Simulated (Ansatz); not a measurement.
`[CH3][SnH2][SiH2]N` + `O[SiH2][SiH3]` → `N[SiH2]O[SiH2][SiH3]` + `[CH3][SnH3]`  (cleavage of the Si–Sn bond)

Program: Ansatz. Geometries: PBE0-D4/def2-TZVP. ΔE: electronic, gas phase. CCSD(T)/CBS adds triple-zeta CCSD(T) − MP2 to the extrapolated MP2 energy (def2 sets, frozen cores). Functionals use def2-TZVPP. def2 core potentials past Kr. For Sn outer-core shells are correlated without core-valence functions, which leaves a few kJ/mol of doubt a bond. One conformer a species, not always the lowest.

`[CH3][SnH2][SiH2]N`:

Z-matrix (Å, degrees):
```
C
Sn 1 2.151
H 1 1.090 2 110.0
H 1 1.090 2 110.0 3 -120.1
H 1 1.090 2 110.0 3 119.9
Si 2 2.580 1 111.0 3 58.0
H 2 1.718 1 107.6 3 -63.1
H 2 1.716 1 108.1 3 -178.2
N 6 1.729 2 115.5 1 -58.2
H 6 1.489 2 108.4 1 61.6
H 6 1.488 2 108.9 1 -179.7
H 9 1.008 6 118.7 2 72.9
H 9 1.008 6 119.1 2 -66.3
```

`O[SiH2][SiH3]`:

Z-matrix (Å, degrees):
```
Si
Si 1 2.347
O 1 1.654 2 112.4
H 1 1.484 2 110.6 3 117.6
H 1 1.493 2 108.5 3 -123.5
H 2 1.489 1 110.0 3 177.8
H 2 1.491 1 110.1 3 58.6
H 2 1.488 1 111.4 3 -61.5
H 3 0.958 1 117.6 2 -58.8
```

`N[SiH2]O[SiH2][SiH3]`:

Z-matrix (Å, degrees):
```
Si
O 1 1.640
N 1 1.704 2 114.4
H 1 1.482 2 106.9 3 119.6
H 1 1.482 2 107.0 3 -119.5
Si 2 1.637 1 142.8 3 1.6
H 3 1.005 1 123.6 2 85.3
H 3 1.005 1 123.4 2 -86.2
Si 6 2.347 2 112.6 1 -1.4
H 6 1.489 2 109.0 1 -122.6
H 6 1.489 2 109.1 1 119.9
H 9 1.489 6 111.9 2 61.4
H 9 1.491 6 108.5 2 -179.7
H 9 1.489 6 111.9 2 -60.8
```

`[CH3][SnH3]`:

Cartesian coordinates in Å:
```
C -0.425 -0.781 -0.730
Sn 0.365 0.672 0.627
H -0.590 -0.327 -1.707
H -1.373 -1.166 -0.353
H 0.276 -1.609 -0.838
H 1.848 1.283 0.036
H -0.734 1.968 0.805
H 0.632 -0.039 2.159
```

| level | ΔE (kJ/mol) |
| --- | --- |
| PBE0-D4 | -104.1 |
| PBE | -90.3 |
| r2SCAN | -111.8 |
| PBE0 | -100.1 |
| CCSD/def2-TZVPP | -121.3 |
| CCSD(T)/def2-TZVPP | -118.9 |
| MP2/def2-QZVPP | -116.5 |
| SCS-MP2/def2-QZVPP | -120.6 |

Q: What does CCSD(T)/CBS give? (An estimate is asked.)

A: Ansatz gave: -113.0 kJ/mol. The listed levels differ from it by 8.9, 22.7, 1.2, 12.9, -8.3, -5.9, -3.5, -7.6 kJ/mol.

Largest T1 diagnostic among the species: 0.012.

In def2-TZVPP, CCSD(T) changes the Hartree–Fock value by +18.8 kJ/mol (the triples alone add +2.4 kJ/mol) and MP2 by +18.3 kJ/mol. The D4 term adds −7.3 kJ/mol with B3LYP and −4.0 kJ/mol with PBE0; it sums over pairs of atoms, weighted by their polarisabilities, and B3LYP, whose exchange is more repulsive, gets the larger term.

B3LYP here is the variant with VWN-RPA as its local correlation; programs differ in this.
